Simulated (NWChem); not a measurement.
System: C$_{3}$H$_{3}$BF$_{2}$; SMILES FC1=CCB1F

Excerpt of the output:

```
             Northwest Computational Chemistry Package (NWChem) 7.3.0
             --------------------------------------------------------

 C1  symmetry detected

                             Geometry "geometry" -> ""
                             -------------------------

 Output coordinates in angstroms (scale by  1.889725989 to convert to a.u.)

  No.       Tag          Charge          X              Y              Z
 ---- ---------------- ---------- -------------- -------------- --------------
    1 F                    9.0000    -1.12449202     1.74718902     0.00668079
    2 B                    5.0000    -0.21316589     0.81035060    -0.01027805
    3 C                    6.0000     1.39788676     0.76031461    -0.00784528
    4 C                    6.0000     1.17309333    -0.74415590     0.01281417
    5 C                    6.0000    -0.16889228    -0.73573645    -0.00499274
    6 F                    9.0000    -0.99817429    -1.79508479    -0.00219637
    7 H                    1.0000     1.93114255     1.10519941    -0.89248906
    8 H                    1.0000     1.93019950     1.13251353     0.86640707
    9 H                    1.0000     1.89595742    -1.54093763     0.03725552

 Effective nuclear repulsion energy (a.u.)     201.5702909269

                                Z-matrix (autoz)
                                --------

 Units are Angstrom for bonds and degrees for angles

      Type          Name      I     J     K     L     M      Value
      ----------- --------  ----- ----- ----- ----- ----- ----------
    1 Stretch                  1     2                       1.30708
    2 Stretch                  2     3                       1.61183
    3 Stretch                  2     5                       1.54673
    4 Stretch                  3     4                       1.52131
    5 Stretch                  3     7                       1.08899
    6 Stretch                  3     8                       1.08913
    7 Stretch                  4     5                       1.34213
    8 Stretch                  4     9                       1.07610
    9 Stretch                  5     6                       1.34534
   10 Bend                     1     2     3               135.98138
   11 Bend                     1     2     5               137.42177
   12 Bend                     2     3     4                83.28264
   13 Bend                     2     3     7               118.57996
   14 Bend                     2     3     8               118.62774
   15 Bend                     2     5     4                92.00214
   16 Bend                     2     5     6               140.30517
   17 Bend                     3     2     5                86.58054
   18 Bend                     3     4     5                98.12673
   19 Bend                     3     4     9               129.29308
   20 Bend                     4     3     7               113.36475
   21 Bend                     4     3     8               113.53283
   22 Bend                     4     5     6               127.68920
   23 Bend                     5     4     9               132.57995
   24 Bend                     7     3     8               107.72930
   25 Torsion                  1     2     3     4         178.04697
   26 Torsion                  1     2     3     7         -68.96298
   27 Torsion                  1     2     3     8          64.85969
   28 Torsion                  1     2     5     4        -177.93426
   29 Torsion                  1     2     5     6           1.36132
   30 Torsion                  2     3     4     5           0.70038
   31 Torsion                  2     3     4     9        -179.13376
   32 Torsion                  2     5     4     3          -0.72529
   33 Torsion                  2     5     4     9         179.10038
   34 Torsion                  3     2     5     4           0.67889
   35 Torsion                  3     2     5     6         179.97447
   36 Torsion                  3     4     5     6         179.84325
   37 Torsion                  4     3     2     5          -0.60270
   38 Torsion                  5     2     3     7         112.38734
   39 Torsion                  5     2     3     8        -113.78998
   40 Torsion                  5     4     3     7        -117.58327
   41 Torsion                  5     4     3     8         119.05313
   42 Torsion                  6     5     4     9          -0.33108
   43 Torsion                  7     3     4     9          62.58259
   44 Torsion                  8     3     4     9         -60.78101

                           NWChem Geometry Optimization
                           ----------------------------

 maximum gradient threshold         (gmax) =   0.000450
 rms gradient threshold             (grms) =   0.000300
 maximum cartesian step threshold   (xmax) =   0.001800
 rms cartesian step threshold       (xrms) =   0.001200
 fixed trust radius                (trust) =   0.300000
 source of zmatrix                         =   autoz

          -------------------
          Energy Minimization
          -------------------

 Using diagonal initial Hessian
 Scaling for Hessian diagonals: bonds = 1.00  angles = 0.25  torsions = 0.10

          --------
          Step   0

                                 NWChem DFT Module
                                 -----------------

 Summary of "ao basis" -> "ao basis" (spherical)
 ------------------------------------------------------------------------------
       Tag                 Description            Shells   Functions and Types
 ---------------- ------------------------------  ------  ---------------------
 F                          def2-svp                 6       14   3s2p1d
 B                          def2-svp                 6       14   3s2p1d
 C                          def2-svp                 6       14   3s2p1d
 H                          def2-svp                 3        5   2s1p

[...]

      ----------------------
      Optimization converged
      ----------------------

  Step       Energy      Delta E   Gmax     Grms     Xrms     Xmax
  ---- ---------------- -------- -------- -------- -------- --------
@    5    -340.04709171 -6.5D-07  0.00011  0.00003  0.00044  0.00115
                                     ok       ok       ok       ok

                                Z-matrix (autoz)
                                --------

 Units are Angstrom for bonds and degrees for angles

[...]

 Rotational Constants
 --------------------
 A=   0.176486 cm-1  (  0.253918 K)
 B=   0.110936 cm-1  (  0.159609 K)
 C=   0.069023 cm-1  (  0.099306 K)

 Temperature                      =   298.15K
 frequency scaling parameter      =   1.0000

 Zero-Point correction to Energy  =   36.558 kcal/mol  (  0.058260 au)
 Thermal correction to Energy     =   39.966 kcal/mol  (  0.063690 au)
 Thermal correction to Enthalpy   =   40.558 kcal/mol  (  0.064634 au)

 Total Entropy                    =   75.364 cal/mol-K
   - Translational                =   39.320 cal/mol-K (mol. weight =  88.0296)
   - Rotational                   =   26.570 cal/mol-K (symmetry #  =        1)
   - Vibrational                  =    9.474 cal/mol-K

 Cv (constant volume heat capacity) =   18.411 cal/mol-K
   - Translational                  =    2.979 cal/mol-K
   - Rotational                     =    2.979 cal/mol-K
   - Vibrational                    =   12.452 cal/mol-K

[normal modes left out]

 ----------------------------------------------------------------------------
 Normal Eigenvalue ||           Projected Infra Red Intensities
  Mode   [cm**-1]  || [atomic units] [(debye/angs)**2] [(KM/mol)] [arbitrary]
 ------ ---------- || -------------- ----------------- ---------- -----------
    1       -0.000 ||    0.000309           0.007         0.301       0.088
    2       -0.000 ||    0.000086           0.002         0.084       0.024
    3        0.000 ||    0.000026           0.001         0.026       0.007
    4        0.000 ||    0.001010           0.023         0.984       0.286
    5        0.000 ||    0.000273           0.006         0.267       0.077
    6        0.000 ||    0.000250           0.006         0.244       0.071
    7       82.633 ||    0.000043           0.001         0.042       0.012
    8      257.122 ||    0.001583           0.037         1.544       0.449
    9      316.161 ||    0.000024           0.001         0.023       0.007
   10      479.387 ||    0.002186           0.050         2.131       0.619
   11      585.318 ||    0.014497           0.334        14.132       4.108
   12      596.792 ||    0.001596           0.037         1.556       0.452
   13      727.110 ||    0.024003           0.554        23.399       6.802
   14      871.019 ||    0.057068           1.317        55.633      16.171
   15      902.938 ||    0.046083           1.063        44.924      13.059
   16      924.490 ||    0.000433           0.010         0.422       0.123
   17      997.235 ||    0.057286           1.322        55.845      16.233
   18     1101.874 ||    0.006790           0.157         6.619       1.924
   19     1155.551 ||    0.017413           0.402        16.975       4.934
   20     1235.792 ||    0.081352           1.877        79.306      23.053
   21     1305.355 ||    0.050999           1.177        49.716      14.452
   22     1438.859 ||    0.016024           0.370        15.621       4.541
   23     1511.513 ||    0.414416           9.561       403.993     117.434
   24     1710.362 ||    0.126049           2.908       122.879      35.719
   25     3068.743 ||    0.019733           0.455        19.237       5.592
   26     3122.983 ||    0.008517           0.196         8.303       2.413
   27     3193.947 ||    0.004766           0.110         4.646       1.351
 ----------------------------------------------------------------------------
```

Level: PBE0/def2-SVP. 

Problem. Write an input that gives this output.

Solution. Several could match; the one computed here: the input that was run:
```
start job
memory heap 200 mb stack 900 mb global 1100 mb
geometry units angstroms
  F     -0.357511     1.957305    -0.407359
  B      0.164840     0.795958    -0.112585
  C      1.626058     0.252530     0.296717
  C      0.905434    -1.083709     0.394476
  C     -0.319758    -0.664817     0.041280
  F     -1.440613    -1.400677    -0.068854
  H      2.415108     0.263790    -0.453733
  H      2.060272     0.582427     1.239496
  H      1.293739    -2.048858     0.669608
end
basis spherical
  * library def2-svp
end
dft
  xc pbe0
  iterations 150
end
driver
  maxiter 120
end
task dft optimize
task dft freq
```
